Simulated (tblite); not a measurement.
C4H14GeN2Si.
Numbering: `[NH2:1][GeH2:2][SiH2:3][N:4]1[CH2:5][CH2:6][CH2:7][CH2:8]1` (hydrogens: H9, H10 on N1; H11, H12 on Ge2; H13, H14 on Si3; H15, H16 on C5; H17, H18 on C6; H19, H20 on C7; H21, H22 on C8)

Cartesian coordinates in Å at the GFN2-xTB level; atoms count from 1:
```xyz
22
C4H14GeN2Si angstrom
N      3.2330    0.9898    0.3727
Ge     2.6960   -0.3877   -0.7073
Si     0.8490   -1.4621    0.2179
N     -0.5239   -0.4935   -0.0575
C     -1.8879   -0.9213    0.1077
C     -2.6685   -0.0096   -0.8444
C     -1.8418    1.2882   -0.8787
C     -0.5517    0.9483   -0.1118
H      4.0544    1.4987    0.0757
H      3.3519    0.7627    1.3504
H      3.8720   -1.3319   -0.9807
H      2.5627    0.3193   -2.0423
H      1.1192   -1.7660    1.6430
H      0.5613   -2.7497   -0.4224
H     -2.2231   -0.7699    1.1444
H     -1.9851   -1.9790   -0.1324
H     -2.7056   -0.4614   -1.8350
H     -3.6885    0.1548   -0.5030
H     -1.6183    1.5760   -1.9044
H     -2.3690    2.1135   -0.4025
H     -0.5944    1.3755    0.9005
H      0.3480    1.3247   -0.6020
```

Computed values, GFN2-xTB/tblite, gas phase, harmonic and unscaled. This tight-binding method is rough: wavenumbers can miss measured ones by several per cent, in bad cases by 10 to 20. Modes of hydrogen on germanium and silicon can be 10 to 20 % off. One conformer, not necessarily the lowest. The optimisation stopped once no atom felt more than 0.01 eV/Å.

Lowest wavenumbers of the output (negative numbers stand for imaginary wavenumbers):
```
mode    cm-1
  1     -25.1
  2      35.8
  3      46.8
  4      64.3
  5      98.9
  6     131.4
  7     202.8
  8     222.9
  9     266.6
 10     349.1
 11     392.6
 12     457.9
 13     474.8
 14     522.5
 15     578.3
```

Is this structure a minimum?

Not by this Hessian. 1 mode is imaginary beyond 20i (25i cm⁻¹), so at this level the point lies at or near a first-order saddle. The curvature is small, so loose convergence or finite differences may be the whole cause.

Which atoms move in the imaginary mode?

25i: C7 (ring CH2 carbon) 23 %, H19 (methylene hydrogen) 15 %, H20 (methylene hydrogen) 14 %, C6 (ring CH2 carbon) 14 %. These are shares of the mass-weighted motion.

What is the remedy?

Step along that mode in both directions, optimise again with tighter thresholds and repeat the frequencies. The zero-point energy of this point (108.2 kcal/mol) counts the 59 real modes alone, and thermal corrections from it aren't those of a minimum.

The run took 1.5 s of wall time on an Intel Xeon at 2.70 GHz with one thread, shared host with 64 logical CPUs at a one-minute load of 62. This covers the Hessian and the dipole derivatives.
